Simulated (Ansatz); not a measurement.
Reaction (formal hydrolysis of a Ge–Cl bond): `C[O][Ge]([Cl])([Cl])[Cl]` + H₂O → `C[O][Ge]([OH])([Cl])[Cl]` + HCl

Program: Ansatz. Geometries: PBE0-D4/def2-TZVP. ΔE: electronic, gas phase. CCSD(T)/CBS adds triple-zeta CCSD(T) − MP2 to the extrapolated MP2 energy (def2 sets, frozen cores). This one scheme is used for every species. DFT in def2-TZVPP. B3LYP here is the variant with VWN-RPA as its local correlation; programs differ in this. For Ge outer-core shells are correlated without core-valence functions, which leaves a few kJ/mol of doubt a bond. Scalar relativity is left out up to krypton. One conformer a species, not always the lowest.

(1) Is it downhill or uphill in electronic energy at CCSD(T)/CBS, and by how much? (Estimate.)

(2) What do these levels give: PBE-D4, r2SCAN-D4, PBE0-D4, B3LYP-D4, ωB97X-V, PBE, B3LYP, HF/def2-TZVPP, CCSD/def2-TZVPP, HF/def2-QZVPP, MP2/def2-QZVPP, MP2/CBS(def2)? (An estimate is asked.)

Largest T1 diagnostic among the species: 0.011.

Answers

(1) Computed: Uphill: ΔE = +30.2 kJ/mol.

(2) Ansatz gave: PBE-D4 33.7, r2SCAN-D4 29.2, PBE0-D4 33.9, B3LYP-D4 30.7, ωB97X-V 26.9, PBE 31.5, B3LYP 27.0, HF/def2-TZVPP 23.4, CCSD/def2-TZVPP 23.9, HF/def2-QZVPP 23.1, MP2/def2-QZVPP 32.3, MP2/CBS(def2) 34.7 kJ/mol.

The D4 term adds +3.7 kJ/mol with B3LYP and +2.0 kJ/mol with PBE0; it sums over pairs of atoms, weighted by their polarisabilities, and B3LYP, whose exchange is more repulsive, gets the larger term.
